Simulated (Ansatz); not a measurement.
A nudged elastic band was laid between two geometries of GeH₅NS (8 atoms, charge 0, multiplicity 1).

The calculation used RHF/def2-SVP in Ansatz 0.2.0.

* movable images: 5
* climbing image: yes
* spring: 5.0 eV/Å²
* optimiser: quadratic models (default)
* start path: through a guess of the saddle point
* force threshold: 0.05 eV/Å
* iteration limit: 60
* end points: relaxed

First end point:

```xyz
8
Properties=species:S:1:pos:R:3
N -1.011 0.496 -0.618
Ge 0.597 0.278 0.207
S 0.964 -1.911 0.444
H -1.446 1.399 -0.571
H -1.133 0.096 -1.529
H 0.503 0.997 1.555
H 1.818 0.772 -0.581
H -0.201 -2.184 1.037
```

Last end point:

```xyz
8
Properties=species:S:1:pos:R:3
N -1.356 1.154 -0.878
Ge 0.274 1.343 -0.117
S 1.303 -2.014 0.177
H -2.185 0.839 -0.415
H -1.501 1.293 -1.860
H -0.219 0.978 1.347
H 2.589 -1.655 0.183
H 1.188 -1.995 1.507
```

**Question.** What changes between the two ends?

**Answer.** Bonds broken: Ge2–S3, Ge2–H7. Bonds formed: S3–H7. GeH5NS becomes GeH3N + H2S.

**Question.** What energy profile does the band end with?

**Answer.** It converged. The highest image is number 4 of 0 to 6, 2.92 eV above the first end and 1.72 eV above the last; the last end lies 1.20 eV above the first. A structure lower than the first end lies on the path between it and the top, so the climb from that side starts below the end, which may itself be a saddle point or a shallow side well. Neighbouring images differ by up to 2.7 eV, so the band resolves the path poorly. A vibrational analysis at the climbing image gives one clearly imaginary mode, 1456i cm⁻¹: a first-order saddle point. The orbitals stay closed-shell, which can raise the energy where a bond breaks towards radicals; this wasn't checked here.

```csv
image,path coordinate (Å),energy (eV),Ge2–S3 (Å),Ge2–H7 (Å),S3–H7 (Å)
0,0.00,0.00,2.23,1.54,3.00
1,1.02,-0.02,2.25,1.53,3.01
2,2.05,0.01,2.26,1.53,3.11
3,3.07,0.20,2.28,1.51,2.82
4,4.10,2.92,2.69,1.62,1.80
5,5.25,1.30,3.36,2.92,1.34
6,6.40,1.20,3.52,3.80,1.33
```

**Question.** What is the geometry of the highest image?

**Answer.** 
```xyz
8
Properties=species:S:1:pos:R:3
N -1.015 1.024 -0.862
Ge 0.450 0.658 0.112
S 0.712 -2.012 0.273
H -1.936 0.921 -0.480
H -1.007 0.902 -1.856
H 0.064 0.911 1.574
H 1.514 -0.500 -0.285
H 1.311 -1.961 1.468
```

Run time: 2.6 min on 1 thread of Intel(R) Xeon(R) 6975P-C (Granite Rapids) (shared host), peak memory 0.2 GiB.
